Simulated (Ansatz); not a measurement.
Cartesian coordinates in Å:
```
C 1.168 -0.720 -3.205
C 1.378 -1.369 -1.846
N 0.406 -0.988 -0.837
C -0.926 -1.483 -1.066
Zr 1.253 0.118 0.624
F 2.578 -0.969 1.509
F 2.055 1.657 -0.229
N -0.255 0.543 1.910
C -0.407 -0.237 3.120
C -1.261 1.570 1.776
C -1.129 2.339 0.476
H 0.211 -1.013 -3.642
H 1.955 -1.022 -3.900
H 1.187 0.368 -3.115
H 2.387 -1.101 -1.488
H 1.398 -2.465 -1.950
H -1.386 -1.059 -1.968
H -1.568 -1.231 -0.220
H -0.932 -2.577 -1.179
H -0.332 0.391 4.018
H -1.382 -0.743 3.150
H 0.368 -1.006 3.193
H -1.205 2.268 2.626
H -2.260 1.109 1.829
H -1.212 1.671 -0.388
H -0.171 2.863 0.413
H -1.920 3.085 0.389
```

Charge 0, multiplicity 1. Zr: def2 effective core potential.

(1) List the r2SCAN/def2-TZVPP orbital energies in eV (Ansatz 0.2.0). (Estimate.)

## Answers

(1) Ansatz gave: Occupied: -664.96, -664.90, -385.02, -384.82, -274.01, -273.99, -273.84, -273.63, -273.05, -272.79, -56.24, -33.88, -33.48, -33.12, -28.78, -28.33, -23.45, -23.24, -19.82, -19.50, -17.34, -17.20, -15.26, -14.97, -12.23, -12.12, -12.08, -11.86, -11.53, -11.04, -10.70, -10.30, -10.26, -10.11, -9.95, -9.89, -9.68, -9.58, -9.53, -9.28, -9.23, -9.12, -8.93, -8.75, -7.99, -7.62, -5.64, -5.42. Lowest empty: -0.92, -0.64, -0.12, 0.18, 0.36, 0.48, 1.00, 1.13.
